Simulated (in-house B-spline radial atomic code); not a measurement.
How numerical settings move a run on the holmium ion Ho³⁺, [Xe] 4f10. Computed with a B-spline radial code for spherical atoms: Dirac-Kohn-Sham PBE0, spherical fractional occupations, Fermi nucleus of rms radius 5.2022 fm.

Command:
```bash
python run_scf.py task.json out
```
Settings of the sound reference run:
```
Z                67
electrons        64
configuration    [Xe] 4f10
hamiltonian      dirac
method           pbe0
spin_polarised   False
nucleus          fermi
rms_radius       5.2022
mass_number      165
atomic_mass      164.9303
speed_of_light   137.036
knot_spacing     0.22
spline_order     8
gauss_points     12
box_radius       16.22
max_iterations   70
damping          0.5
damped_steps     3
diis_vectors     10
tolerance        1e-08
start            Thomas-Fermi
```

Cost of the run: 1.7 s on 1 thread of Intel(R) Xeon(R) Platinum 8375C CPU @ 2.90GHz (shared host).

It converges in 11 iterations to -12624.756601 hartree, with 4f7/2 at -35.9655 eV. The other runs change the listed settings, some to values that make no sense; their results aren't properties of the atom or ion. Radii are in bohr (the nuclear one in fm), a minus after a letter asks for a j subshell, and «unchanged» means within 1e-8 hartree. The run stops when the residual is below 10 × tolerance × max(1, Z/10), or a noise floor if that is larger, and the energy moves by less than 1e-8 × √|E| hartree; so very loose and very tight tolerances often act alike.

| changed settings | outcome |
| --- | --- |
| box_radius = 32.44, max_iterations = 2 | not converged after 2 iterations, last residual 1.4e+00, last energy +3.95e+01 hartree from the reference |
| diis_vectors = 20 | converged in 11 iterations, energy unchanged |
| diis_vectors = 1 | not converged after 70 iterations, last residual 3.0e+00, last energy +3.15e+02 hartree from the reference |
| first_knot = 1.49e-05, max_iterations = 50, damped_steps = 1 | converged in 10 iterations, energy -3.18e-06 hartree from the reference, 4f7/2 level +2.2e-05 eV |
| first_knot = 0.00448 | converged in 11 iterations, energy -6.66e-01 hartree from the reference, 4f7/2 level -1.3e-03 eV |
| knot_spacing = 0.15, gauss_points = 3, max_iterations = 75 | converged in 10 iterations, energy +2.33e-03 hartree from the reference, 4f7/2 level +1.2e-04 eV |
| electrons = 67, configuration = [Xe] 4f10 6s3, max_iterations = 50 | stopped with error: shell 6s holds at most 2 electrons |
| first_knot = 0.0448 | converged in 11 iterations, energy +5.31e+01 hartree from the reference, 4f7/2 level -6.1e-01 eV |
| max_iterations = 100, damped_steps = 0, diis_vectors = 1 | not converged after 100 iterations, last residual 3.3e+00, last energy +1.43e+02 hartree from the reference |
| first_knot = 0.000149 | converged in 11 iterations, energy +1.38e-05 hartree from the reference, 4f7/2 level +5.2e-06 eV |
| first_knot = 1.49e-05 | converged in 11 iterations, energy -3.18e-06 hartree from the reference, 4f7/2 level -7.5e-06 eV |
| damped_steps = 8 | converged in 15 iterations, energy unchanged, 4f7/2 level +3.1e-07 eV |
| knot_spacing = 0.55, gauss_points = 4, max_iterations = 75, damped_steps = 0, start = bare nucleus | converged in 11 iterations, energy +1.19e+00 hartree from the reference, 4f7/2 level -2.4e-02 eV |
| diis_vectors = 2 | converged in 14 iterations, energy unchanged, 4f7/2 level +9.8e-06 eV |
| first_knot = 1.49e-06 | converged in 10 iterations, energy +1.09e-07 hartree from the reference, 4f7/2 level +1.5e-04 eV |

Q: What happens with method = hf, speed_of_light = 33.5053?

A: Stopped with error: Z/c is past the critical charge.

Q: What happens with damped_steps = 0?

A: Converged in 10 iterations, energy unchanged, 4f7/2 level +8.9e-06 eV.

Q: What happens with diis_vectors = 4?

A: Converged in 10 iterations, energy unchanged, 4f7/2 level -6.5e-05 eV.

Q: What happens with first_knot = 0.00149?

A: Converged in 11 iterations, energy -4.25e-01 hartree from the reference, 4f7/2 level +5.5e-04 eV.
